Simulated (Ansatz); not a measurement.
One geometry of Li₃Al₅⁺, several levels of theory.

```yaml
crystal:
  periodic: [false, false, false]
  atoms:
    - {symbol: Li, position_ang: [-1.594576, 1.971019, 1.431252]}
    - {symbol: Li, position_ang: [0.827554, 1.765086, -2.422332]}
    - {symbol: Li, position_ang: [-1.135605, -2.175613, 0.274377]}
    - {symbol: Al, position_ang: [0.798064, -1.070826, -1.584026]}
    - {symbol: Al, position_ang: [-1.282910, 0.442512, -1.155512]}
    - {symbol: Al, position_ang: [0.753803, 1.019779, 0.393675]}
    - {symbol: Al, position_ang: [-0.080400, -0.458185, 2.305191]}
    - {symbol: Al, position_ang: [1.714080, -1.493763, 0.757375]}
basis:
  gaussian: {orbitals: def2-TZVP, initial_orbitals: start.molden}
total_charge: 1
magnetization: {spin_polarized: true, initial_magnetization: 1}
hamiltonian: {xc: pbe, dispersion: d4}
scf: {omitted_lower_state_checks: [starts]}
output: {forces: true, orbitals: {seedname: orbitals}}
```

The file start.molden holds the orbitals of an earlier run on this structure, at another level or in another basis.

```sh
$ ansatz run in.yaml --threads 4 --pin off --events-out ev --progress --plain --max-ram 4787MiB
```

It prints (some lines left out):

```
Functional definition: PBE
1682 factors; their error is unknown
mean field evaluation 1: about -33575.2492 eV, gradient 1.0e1 eV
mean field evaluation 2: about -33575.3806 eV, gradient 2.1e-1 eV
mean field evaluation 4: about -33575.3666 eV, gradient 1.0e-2 eV
mean field evaluation 8: about -33575.3666 eV, gradient 7.8e-5 eV
mean field evaluation 16: about -33575.3666 eV, gradient 7.4e-6 eV
mean field -33575.36661759 eV, -1233.8719649955 hartree, gradient 7.4e-6 eV, S^2 0.764072; 0 other end points of the search recorded, 0 dependent functions left out
reference -33575.36667381 eV, -1233.8719670615 hartree; 37, 36 occupied and 190, 191 virtual orbitals, 1682 factors
Total energy: -33575.70217819 eV, -1233.8842966201 hartree
Atom 0 at    -1.594576     1.971019     1.431252 Å, force     0.024757    -0.053523    -0.010458 eV/Å
Atom 1 at     0.827554     1.765086    -2.422332 Å, force    -0.015984    -0.048701     0.040561 eV/Å
Atom 2 at    -1.135605    -2.175613     0.274377 Å, force     0.088766     0.060995    -0.003950 eV/Å
Atom 3 at     0.798064    -1.070826    -1.584026 Å, force    -0.052288     0.041104     0.035602 eV/Å
Atom 4 at    -1.282910     0.442512    -1.155512 Å, force     0.089485    -0.012330     0.079622 eV/Å
Atom 5 at     0.753803     1.019779     0.393675 Å, force    -0.031683     0.015163    -0.063695 eV/Å
Atom 6 at    -0.080400    -0.458185     2.305191 Å, force    -0.017966     0.002847    -0.089034 eV/Å
Atom 7 at     1.714080    -1.493763     0.757375 Å, force    -0.085087    -0.005555     0.011354 eV/Å
Dipole moment:    -0.740178     0.973276    -0.377548 e Å
Checks for a lower state left out: starts
```

Hardware: 4 threads of Intel Xeon on a shared host. Wall time 19 s.

As the first input, with `hamiltonian: {xc: r2scan, dispersion: d4}`, `output: {orbitals: {seedname: orbitals}}` (abridged; 79 s):

```
Functional definition: r2SCAN
mean field evaluation 16: about -33591.1262 eV, gradient 1.2e-5 eV
mean field -33591.12620749 eV, -1234.4511192421 hartree, gradient 8.1e-6 eV, S^2 0.809913
Total energy: -33591.18947373 eV, -1234.4534442334 hartree
Checks for a lower state left out: starts
```

Geometry: PBE-D4/def2-SVP.

The structure comes from a short search, and lower isomers may exist.
